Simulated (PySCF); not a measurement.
## Electron correlation in Te³⁺ (tellurium, charge +3)

Starting occupation: [Kr] 4d10 5s2 5p1, 5p3/2 with m_j = +3/2. Calculation: PySCF 2.14, in x2c-TZVPall-2c with one added diffuse shell each of s, p, d, f type (9s10p6d3f, 90 functions); X2C-1e with screened-nucleus spin-orbit coupling, Gaussian nucleus. Frozen: [Ar] 3d10; 21 electrons correlated; the 6 highest virtual spinors left out.

MP2 pair energies summed by pair of shells (mhartree):

```tsv
pair	energy	share (%)
4d3/2-4d5/2	-117.23	22.5
4d5/2-4d5/2	-86.93	16.7
4d5/2-5s1/2	-46.12	8.9
4d3/2-4d3/2	-37.94	7.3
4d3/2-5s1/2	-30.57	5.9
4d5/2-4p3/2	-28.27	5.4
5s1/2-5s1/2	-19.60	3.8
4d3/2-4p3/2	-19.27	3.7
5p3/2-5s1/2	-17.18	3.3
4d5/2-4p1/2	-14.85	2.9
4d5/2-5p3/2	-13.09	2.5
4p3/2-4p3/2	-12.92	2.5
4p1/2-4p3/2	-12.37	2.4
4d5/2-4s1/2	-10.41	2.0
4d3/2-4p1/2	-9.40	1.8
4d3/2-5p3/2	-8.40	1.6
4d3/2-4s1/2	-6.92	1.3
4p3/2-4s1/2	-6.84	1.3
4p3/2-5s1/2	-6.39	1.2
4p1/2-4s1/2	-3.52	0.7
4p1/2-4p1/2	-3.31	0.6
4p1/2-5s1/2	-2.95	0.6
4s1/2-4s1/2	-2.11	0.4
4p3/2-5p3/2	-1.68	0.3
4p1/2-5p3/2	-0.87	0.2
4s1/2-5s1/2	-0.81	0.2
4s1/2-5p3/2	-0.28	0.1
```

Total MP2 correlation energy: -520.26 mhartree.

This basis was not built for core-valence correlation, so the inner-shell part is incomplete.
